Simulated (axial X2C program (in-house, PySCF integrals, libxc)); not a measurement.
**Spin–orbit effects along a row: molecules with Pb, PBE0**

Calculated with an in-house all-electron X2C program for linear molecules (integrals from PySCF), spin-free (one-electron X2C) or two-component (2c: spin–orbit coupling with atomic mean-field Coulomb and Gaunt terms, which also bring small scalar terms), in Dyall basis sets with cores contracted in-house; open shells are unrestricted.

Basis sets: B dyall-v3z, Be dyall-cv3z, C dyall-v3z, F dyall-av3z, Li dyall-cv3z, N dyall-av3z, Pb dyall-cv3z.

```
molecule   spin-free state  Re (Å)  ωe (cm⁻¹)  De (eV)  2c state  Re 2c (Å)  ωe 2c (cm⁻¹)  De 2c (eV)
    LiPb  M_S = 3/2, Λ = 0   2.623      339.9     1.36   Ω = 1/2      2.805         276.7        0.70
    BePb    M_S = 1, Λ = 0   2.394      418.6     1.18     Ω = 0      2.528         298.5        0.57
     PbB  M_S = 3/2, Λ = 0   2.241      513.9     2.58   Ω = 3/2      2.229         481.9        1.68
     PbC    M_S = 1, Λ = 1   2.088      566.7     2.83     Ω = 2      2.107         529.8        2.08
     PbN  M_S = 1/2, Λ = 1   2.052      555.7     2.16   Ω = 3/2      2.085         491.8        1.42
     PbF  M_S = 1/2, Λ = 1   2.051      518.2     4.54   Ω = 1/2      2.067         497.7        3.87
```

Task: Work out the shifts from the spin-free to the two-component result.

Result: 

```csv
molecule,2c state,ΔRe (Å),Δωe (cm⁻¹),ΔDe (eV)
LiPb,Ω = 1/2,other state,other state,n/a
BePb,Ω = 0,0.134,-120.1,-0.61
PbB,Ω = 3/2,-0.012,-32.0,-0.90
PbC,Ω = 2,0.019,-36.9,-0.75
PbN,Ω = 3/2,0.033,-63.9,-0.74
PbF,Ω = 1/2,0.016,-20.5,-0.67
```

Shifts of one unit in the last digit are rounding.

Each entry is the lowest single determinant of a limited PBE0 search at one distance. De goes to single-determinant-based atoms at the same level (for ions the charge split of lowest energy) and is withheld (n/a) where an atom does not fit its ground term or J level. Main or longest-lived isotopes. One determinant is a doubtful description, or other states lie close, for LiPb, BePb, PbB, PbC, PbN; these need not be ground states, and all values refer to the states named. Some open-shell Ω = 0 determinants are out of reach, so the Ω given for PbC need not be the lowest component. With several unpaired electrons the Ω given is that of one determinant, not necessarily of the lowest component. Some light 2c atoms are not at their ground J level, so De misses part of their lowering (0.04 eV or less). The functionals have no current term, which raises determinants with orbital currents. The lowest determinant changes configuration between the Hamiltonians for LiPb, so two states are compared there.
